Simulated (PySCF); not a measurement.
NMR data simulated for an unnamed compound:

¹H NMR (600 MHz, computed): δ 8.58 (m, 1H), 2.56 (s, 3H), 2.55 (s, 3H).

¹³C{¹H} NMR (computed): δ 249.6 (C), 186.3 (C), 162.8 (CH), 142.2 (C), 27.1 (CH3), 20.5 (CH3).

PySCF calculation with geometry from PBE0-D3(BJ)/def2-SVP and σ from GIAO-PBE0/pcSseg-1; non-relativistic, one conformer, gas phase, equivalent nuclei averaged.

Shifts are taken against calculated references (same method and geometry level): TMS for ¹H and ¹³C.

Question: Which of these does the molecule contain: a tert-butyl group, an S-methyl group, a Si–CH3 group, an N-methyl group?

Answer: 
- A tert-butyl group: no.
- An S-methyl group: yes (δC 20.5; δH 2.55 (s)).
- A Si–CH3 group: no.
- An N-methyl group: no.

The data belong to `c1(F)pc(SC)c(C)cp1`, C₆H₇FP₂S; they needn't prove each group on their own.

Carbon signals by region: 3 in the far downfield region (above 160 ppm), 1 in the sp2 and nitrile region (100–160 ppm), 2 below 50 ppm. Above 160 ppm: 249.6, aromatic carbon bearing fluorine, 186.3, aromatic carbon bearing sulfur, 162.8, aromatic CH.

Splittings by ¹⁹F and ³¹P in the carbon and heteronuclear signals aren't shown, as no couplings were computed. Shifts are as computed. Against solution values, carbons near 30 ppm lie about +2 ppm off and those near 130 ppm about +5 ppm; carbons on S a further +3 ppm. Of 1211 compounds with measured shifts, 218 miss one by over three times the rms of a fit or turn the order of signals round; such compounds aren't used in these exercises. No couplings were computed; multiplicities are counted from neighbouring protons, with m where these are inequivalent, close in shift, in a saturated or five-membered ring or joined by F or P, and br s for small geminal =CH2 splittings.
